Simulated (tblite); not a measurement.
Input of a run (GFN2-xTB geometry optimisation, gas phase (tblite 0.8.0)), started from a force field or distance geometry:
```
{"job": {"kind": "relax", "xc": "GFN2-xTB", "basis": "xTB"}, "charge": 0, "multiplicity": 2}
C      2.116000    -0.907500    -2.391400
C      1.751700    -1.130300    -1.138100
C      1.733800     0.008600    -0.201000
C      1.658400    -0.200200     1.271800
C      0.515200     0.458900     0.526900
O     -0.675000    -0.284900     0.604300
C     -1.896300     0.299300     0.901000
C     -3.149800    -0.472800     1.004400
O     -1.877600     1.550700     1.096500
H      2.365000     0.072200    -2.769700
H      2.137800    -1.729300    -3.097600
H      1.502600    -2.152600    -0.815200
H      2.454900     0.821900    -0.447600
H      1.457900    -1.252700     1.622900
H      0.478100     1.575100     0.697100
H     -3.654500    -0.532000     0.014100
H     -3.046100    -1.464600     1.461200
H     -3.880900     0.081600     1.649100
```

Output (eV, eV/Å):
```
step      E/eV     max force
  0    -749.38427    5.214
  1    -749.71603    5.173
  2    -749.92493    1.111
  3    -749.98429    0.782
  4    -750.05720    0.743
  5    -750.09677    0.594
  6    -750.13831    0.556
  7    -750.16127    0.413
  8    -750.17859    0.341
  9    -750.19187    0.359
 10    -750.21010    0.442
 11    -750.22062    0.292
 12    -750.22683    0.210
 13    -750.23164    0.179
 14    -750.23529    0.157
 15    -750.23782    0.140
 16    -750.23963    0.126
 17    -750.24135    0.108
 18    -750.24343    0.124
 19    -750.24609    0.138
 20    -750.24950    0.152
 21    -750.25362    0.215
 22    -750.25836    0.264
 23    -750.26381    0.230
 24    -750.26968    0.163
 25    -750.27501    0.172
 26    -750.27896    0.142
 27    -750.28182    0.131
 28    -750.28429    0.126
 29    -750.28652    0.127
 30    -750.28850    0.110
 31    -750.29049    0.106
 32    -750.29280    0.107
 33    -750.29524    0.105
 34    -750.29737    0.114
 35    -750.29921    0.116
 36    -750.30122    0.110
 37    -750.30357    0.130
 38    -750.30559    0.094
 39    -750.30665    0.070
 40    -750.30713    0.074
 41    -750.30761    0.060
 42    -750.30824    0.047
 43    -750.30872    0.053
 44    -750.30922    0.059
 45    -750.30974    0.058
 46    -750.31033    0.053
 47    -750.31084    0.044
 48    -750.31121    0.041
 49    -750.31147    0.043
 50    -750.31168    0.038
 51    -750.31183    0.025
 52    -750.31194    0.029
 53    -750.31205    0.027
 54    -750.31217    0.027
 55    -750.31229    0.026
 56    -750.31240    0.025
 57    -750.31252    0.025
 58    -750.31269    0.031
 59    -750.31290    0.030
 60    -750.31309    0.028
 61    -750.31323    0.028
 62    -750.31335    0.030
 63    -750.31349    0.028
 64    -750.31364    0.019
 65    -750.31373    0.017
 66    -750.31378    0.015
 67    -750.31380    0.014
 68    -750.31383    0.013
 69    -750.31386    0.015
 70    -750.31389    0.012
 71    -750.31390    0.011
 72    -750.31392    0.010
 73    -750.31393    0.009
```

**Question.** Summarise the run.

**Answer.** The energy falls by 0.930 eV over 73 L-BFGS steps, the largest force on an atom goes from 5.21 to 0.009 eV/Å, and the atoms move by 0.316 Å rms after alignment. The bond that changes most is C4–C5 (ends: carbon bonded to 2 C and H; carbon bonded to 2 C, O and H), which shortens by 0.070 Å. Bonds longer at the end by more than 0.005 Å: 2 of 18; shorter: 13. Among the angles that change most is O6–C7–C8, from 122.9° to 110.6°. Among the dihedrals that turn most is H12–C2–C3–H13, from 150° to -175°. The energy never rose by more than 1e-5 eV on the way. The first step brought 36 % of the lowering.

**Question.** What are the final bond lengths?

**Answer.** C1=C2 1.326 Å, C2–C3 1.466 Å, C3–C4 1.475 Å, C4–C5 1.446 Å, C5–O6 1.410 Å, O6–C7 1.341 Å, C7–C8 1.505 Å, C7=O9 1.202 Å, C3–C5 1.551 Å, C1–H10 1.077 Å, C1–H11 1.076 Å, C2–H12 1.082 Å, C3–H13 1.085 Å, C4–H14 1.072 Å, C5–H15 1.085 Å, C8–H16 1.089 Å, C8–H17 1.085 Å, C8–H18 1.086 Å. Numbering counts from 1 in the input's order; the species is `C=C[C@@H]1[CH][C@@H]1OC(C)=O` [radical].

Time: 0.48 s wall. Hardware: an Arm Neoverse V1 with one thread, no GPU, shared host.

Its GFN2-xTB frequencies are all real (lowest 23 cm⁻¹). 2 starts were optimised and ended at 0.00 and 4.28 kcal/mol (GFN2-xTB); the lowest of these is shown.

One conformer stands for the species.

The numbers are calculated, not measured.
